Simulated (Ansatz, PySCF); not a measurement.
HCl (SMILES Cl) and SiH4 (SMILES [SiH4]) are pulled apart as rigid monomers along the line of their centres of mass, from the B3LYP-D3(BJ)/def2-TZVP minimum. Starting geometry (charge 0, multiplicity 1):
```xyz
7

Cl    -0.06854    -0.33803    -0.32481
H     -0.67544    -1.32229     0.22906
Si     0.01950     0.15673     3.41009
H      0.83540     1.26626     2.87323
H     -1.36150     0.24779     2.88511
H     -0.01570     0.23435     4.88886
H      0.60912    -1.14018     3.00674
```

Interaction energies with rigid monomers; basis-set methods are counterpoise corrected unless marked otherwise.

Rows in 6-31G* carry no dispersion term and start afresh at each structure (6-31G* with six Cartesian d functions). MP2/6-31G* freezes PySCF's default core.

The values were computed with Ansatz (Gaussian basis) for Hartree–Fock, density functionals and correlated methods; PySCF for 6-31G* rows, the dispersion terms. Values without a source in brackets are computed.

```tsv
Cl1···Si3 (Å)	PBE/def2-TZVPPD (kJ/mol)	r2SCAN-D4/def2-TZVPPD (kJ/mol)	B3LYP-D3(BJ)/def2-TZVPPD (kJ/mol)	wB97M-V/def2-TZVPPD (kJ/mol)	MP2/6-31G* (kJ/mol)
3.39	…	-0.8	-1.1	-1.4	8.7
3.77	-1.1	-3.7	…	-3.8	1.4
4.33	-1.5	-2.7	-2.9	-2.6	-0.6
5.28	-0.5	-0.9	-0.9	-0.9	-0.4
6.78	-0.1	-0.1	-0.2	-0.2	-0.1
```

Complete the blanks.


- 3.39, PBE/def2-TZVPPD (kJ/mol): 2.8
- 3.77, B3LYP-D3(BJ)/def2-TZVPPD (kJ/mol): -4.3

Ansatz is a quantum-chemistry and plane-wave program.
